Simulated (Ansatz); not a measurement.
`F[Si](F)(F)[SiH](Cl)Cl` + H₂ → `F[SiH](F)[SiH](Cl)Cl` + H–F at 500 K and 1 bar (hydrogenolysis of the Si–F bond).

Isolated molecules relaxed with PBE0-D4/def2-TZVP in Ansatz; ΔE leaves out vibrations. CCSD(T)/CBS adds triple-zeta CCSD(T) − MP2 to the extrapolated MP2 energy (def2 sets, frozen cores). This one scheme is used for every species. One conformer a species, not always the lowest.

| species | CCSD(T)/CBS energy (Eh) | H − E (kJ/mol) | S (J/(mol·K)) |
| --- | --- | --- | --- |
| `F[Si](F)(F)[SiH](Cl)Cl` | -1798.00739 | 114.5 | 489.5 |
| H₂ | -1.17544 | 41.0 | 145.5 |
| `F[SiH](F)[SiH](Cl)Cl` | -1698.73569 | 124.2 | 467.7 |
| H–F | -100.39570 | 39.4 | 188.7 |

H − E and S are ideal-gas, rigid-rotor, harmonic terms from PBE0-D4/def2-TZVP, for one conformer and one mirror image of each species. The MP2-based limit puts H₂ 0.8 mEh under its directly extrapolated value; such offsets cancel only in part. 1 Eh = 2625.50 kJ/mol, R = 8.31446 J/(mol·K).

Problem. By hand: ΔE, ΔH, ΔS and ΔG.

Solution. ΔE = (-1698.73569) + (-100.39570) − (-1798.00739) − (-1.17544) = 0.05144 Eh = 135.1 kJ/mol. Δ(H − E) = 124.2 + 39.4 − 114.5 − 41.0 = 8.1, so ΔH = 143.2 kJ/mol. ΔS = 467.7 + 188.7 − 489.5 − 145.5 = 21.4 J/(mol·K). ΔG = 143.2 − 500 × (21.4)/1000 = 132.5 kJ/mol.

Problem. By hand: the equilibrium constant, and the temperature at which ΔG would vanish if ΔH and ΔS stayed fixed.

Solution. log₁₀ K = −ΔG/(RT ln 10) = -13.8. ΔG = 0 at ΔH/ΔS = 6692 K, far beyond where these terms or the molecules hold.

ΔH outweighs TΔS. A doubt of 5 kJ/mol in ΔE shifts log₁₀ K by 0.5 here. Other conformers and mirror images would add mixing entropy, several J/(mol·K) or more a flexible species. Modes under 60 cm⁻¹, often nearly free rotors, make the harmonic entropy too high. These are equilibria of isolated gas molecules and say nothing of rates. Largest T1 diagnostic: 0.011 (customary marks: 0.02 for closed shells, 0.045 for open ones).
